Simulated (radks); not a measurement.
Values are calculated unless marked as measured or tabulated.
The gold anion Au-, [Hg], held by a Watson sphere: a shell of charge +1 at radius R that stands for the Madelung well of a crystal (potential energy -1/R inside, -1/r outside, in hartree with lengths in bohr). Level of theory: scalar-relativistic Kohn-Sham, PBEsol, spin-polarised, spherical densities, finite nucleus; Fermi nuclear charge, rms radius of each element as measured or else 0.836 A^(1/3) + 0.57 fm (a radial shooting solver on a logarithmic mesh with Libxc functionals). Response by self-consistent Sternheimer equations with the Hartree and adiabatic LDA kernel, the relativistic mass of each level held fixed and spin-orbit coupling left out. The sphere does not respond.

\begin{tabular}{lrrrrrrr}
R (bohr) & e(5p) (eV) & e(5d) (eV) & e(6s) (eV) & <r> 6s (bohr) & sum of <r^2> (bohr^2) & X-ray form factor at sin(theta)/lambda = 0.2 1/angstrom & alpha (bohr^3) \\ \hline
3.09 & -59.721 & -6.938 & -6.422 & 2.873 & 70.98 & 67.118 & 46.25 \\
3.19 & -59.604 & -6.808 & -6.320 & 2.890 & 71.34 & 67.113 & 47.48 \\
4.51 & -58.258 & -5.375 & -5.011 & 3.069 & 75.02 & 67.098 & 64.47 \\
5.28 & -57.636 & -4.740 & -4.379 & 3.136 & 76.40 & 67.102 & 73.80 \\
5.47 & -57.500 & -4.601 & -4.240 & 3.149 & 76.68 & 67.103 & 75.96 \\
6.64 & -56.784 & -3.879 & -3.512 & 3.207 & 77.93 & 67.107 & 87.65 \\
\end{tabular}
